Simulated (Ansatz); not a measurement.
C3H7BFN (`C/C(BN)=C\F`) at its PBE0-D4/def2-TZVP geometry, where that method's forces vanish. Total charge 0; spin multiplicity 1.

| atom | x (Å) | y (Å) | z (Å) |
| --- | --- | --- | --- |
| C1 | -1.4024 | 0.1726 | -0.4144 |
| C2 | -0.0098 | -0.3789 | -0.3576 |
| B3 | 1.0695 | 0.1779 | 0.6034 |
| N4 | 0.7884 | 1.2327 | 1.4695 |
| C5 | 0.3797 | -1.3854 | -1.1337 |
| F6 | -0.4239 | -1.9854 | -2.0211 |
| H7 | -1.9020 | 0.0641 | 0.5535 |
| H8 | -2.0162 | -0.3251 | -1.1650 |
| H9 | -1.3868 | 1.2419 | -0.6483 |
| H10 | 2.1737 | -0.2910 | 0.6202 |
| H11 | 1.4673 | 1.6146 | 2.1038 |
| H12 | -0.1093 | 1.6841 | 1.5222 |
| H13 | 1.3721 | -1.8219 | -1.1325 |

Task: For each bond, give half the difference of the two atoms' forces along it (eV/Å; positive pushes the atoms apart) under PBE-D4, r2SCAN-D4, B3LYP-D4, ωB97M-V in def2-TZVPP. (Best estimate.)

Result: Ansatz gave: 
```tsv
bond	length (Å)	PBE-D4	r2SCAN-D4	B3LYP-D4	ωB97M-V
C1–C2	1.499	-0.09	0.04	0.20	0.23
C1–H7	1.095	0.12	-0.02	-0.06	-0.09
C1–H8	1.090	0.12	-0.03	-0.07	-0.09
C1–H9	1.095	0.12	-0.02	-0.06	-0.09
C2–B3	1.549	-0.26	-0.14	-0.04	0.08
C2–C5	1.329	0.36	0.14	-0.08	-0.26
B3–N4	1.393	0.12	0.15	0.10	0.11
B3–H10	1.200	0.01	-0.07	-0.14	-0.17
N4–H11	1.004	0.18	-0.02	-0.03	-0.05
N4–H12	1.006	0.20	-0.02	-0.02	-0.05
C5–F6	1.339	0.47	0.29	0.41	0.36
C5–H13	1.084	-0.06	-0.15	-0.19	-0.12
```

B3LYP here is the variant with VWN-RPA as its local correlation; programs differ in this.
